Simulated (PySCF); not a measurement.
Si 2p3/2 core levels and what the atom is bonded to

Gas-phase molecules, one conformer each, relaxed by PBE0-D3(BJ)/def2-SVP with no frequency check. Core levels by delta-SCF with SCAN, pcX-2 on the ionised atom and pcseg-1 elsewhere, spin-free X2C (2p3/2 is the spin-free 2p value less a third of a first-order spin-orbit splitting); energies from the vacuum level.

| structure (SMILES) | Si bonded to | mean electronegativity of these (Pauling) | Si 2p3/2 (eV) |
| --- | --- | --- | --- |
| C[SiH](C)C | 3 C + 1 H | 2.46 | 106.02 |
| N#C[SiH](O[SiH3])O[SiH3] | 1 O + 3 H | 2.51 | ? |
| C[SiH](N[SiH3])S[SiH3] | 1 C + 1 N + 1 S + 1 H | 2.59 | 107.10 |
| B[Si]1(O)O[SiH2]O[SiH2]O1 | 1 B + 3 O | 3.09 | 108.02 |
| OB(O)O[Si](O)(F)[SiH3] | 1 F + 2 O + 1 Si | 3.19 | 108.41 |
| O[Si](F)(F)N[SiH3] | 2 F + 1 N + 1 O | 3.61 | 109.47 |

Q: Fit a straight line to the complete rows and predict the core level of Si in N#C[SiH](O[SiH3])O[SiH3], bonded to 1 O + 3 H.

A: E = 99.601 + 2.745·χ (5 points, rms 0.23 eV, correlation 0.980). At 2.51 this gives 106.49 eV; the calculation itself gave 108.03 eV, so the fit is off by 1.54.

For scale, for N#C[SiH](O[SiH3])O[SiH3]: run time: 60 s on 1 thread of Arm Neoverse V1 (aarch64), shared host, peak memory 0.7 GiB, launched as `OMP_NUM_THREADS=1 python cluster_run.py task.json out`.
